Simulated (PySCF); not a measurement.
Dipole response of Fe (iron, neutral)

[Ar] 3d6 4s1 4p1, one real determinant (an excited configuration). All numbers are calculated (PySCF 2.14, scalar relativity by spin-free X2C-1e, in aug-cc-pVQZ-DK). Coupled (time-dependent) response in atomic units; α is the mean over directions.

```tsv
method	mean α (bohr³)	α xx, yy, zz	C₆ (like pair)	S(−4)
PBE	90.61	70.61, 70.61, 130.6	858.4	6754
```

S(−4) is the Cauchy moment in α(ω) = α(0) + S(−4) ω² + …

α(iu) at PBE:

```
u (hartree)  α(iu) (bohr³)
          0          90.61
     0.0500          77.24
      0.100          56.44
      0.200          30.79
      0.300          19.09
      0.500          9.740
      0.750          5.648
       1.00          3.859
       1.50          2.271
       2.00          1.553
       3.00         0.8878
       5.00         0.4158
```

A single London oscillator, α(iu) = α/(1 + u²/ω²), gives C₆ = (3/4) ω α². Matching the computed C₆ needs ω = 4 × 858.4 / (3 × 90.61²) = 0.139 hartree.

The components differ because the open shell of this determinant is not spherical; for a pure term their mean is the scalar polarisability.

⟨L²⟩ = 8.02 against 12 for a pure F term, so this real determinant mixes terms.
